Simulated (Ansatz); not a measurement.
`[AlH2][SiH2][SiH3]` + `C[AsH][SiH3]` → `C[AsH][AlH2]` + trisilane at 700 K and 1 bar (redistribution).

Computed with Ansatz on PBE0-D4/def2-TZVP structures; ΔE is electronic, products minus reactants. CCSD(T)/CBS adds triple-zeta CCSD(T) − MP2 to the extrapolated MP2 energy (def2 sets, frozen cores). For As outer-core shells are correlated without core-valence functions, which leaves a few kJ/mol of doubt a bond. Scalar relativity is left out up to krypton.

| species | CCSD(T)/CBS energy (Eh) | H − E (kJ/mol) | S (J/(mol·K)) |
| --- | --- | --- | --- |
| `[AlH2][SiH2][SiH3]` | -824.34741 | 225.8 | 484.0 |
| `C[AsH][SiH3]` | -2566.34647 | 255.4 | 440.3 |
| `C[AsH][AlH2]` | -2518.67463 | 222.5 | 440.4 |
| `[SiH3][SiH2][SiH3]` | -872.02658 | 258.7 | 476.9 |

H − E and S are ideal-gas, rigid-rotor, harmonic terms from PBE0-D4/def2-TZVP, for one conformer and one mirror image of each species. 1 Eh = 2625.50 kJ/mol, R = 8.31446 J/(mol·K).

Q: By hand: ΔE, ΔH, ΔS and ΔG.

A: ΔE = (-2518.67463) + (-872.02658) − (-824.34741) − (-2566.34647) = -0.00733 Eh = -19.2 kJ/mol. Δ(H − E) = 222.5 + 258.7 − 225.8 − 255.4 = 0.0, so ΔH = -19.2 kJ/mol. ΔS = 440.4 + 476.9 − 484.0 − 440.3 = -7.0 J/(mol·K). ΔG = -19.2 − 700 × (-7.0)/1000 = -14.3 kJ/mol.

Q: By hand: the equilibrium constant, and the temperature at which ΔG would vanish if ΔH and ΔS stayed fixed.

A: log₁₀ K = −ΔG/(RT ln 10) = 1.1. ΔG = 0 at ΔH/ΔS = 2743 K, far beyond where these terms or the molecules hold.

The number of gas molecules stays the same, so ΔS is small and ΔH decides. A doubt of 5 kJ/mol in ΔE shifts log₁₀ K by 0.4 here. Other conformers and mirror images would add mixing entropy, several J/(mol·K) or more a flexible species. Modes under 60 cm⁻¹, often nearly free rotors, make the harmonic entropy too high. These are equilibria of isolated gas molecules and say nothing of rates. Largest T1 diagnostic: 0.013 (customary marks: 0.02 for closed shells, 0.045 for open ones).
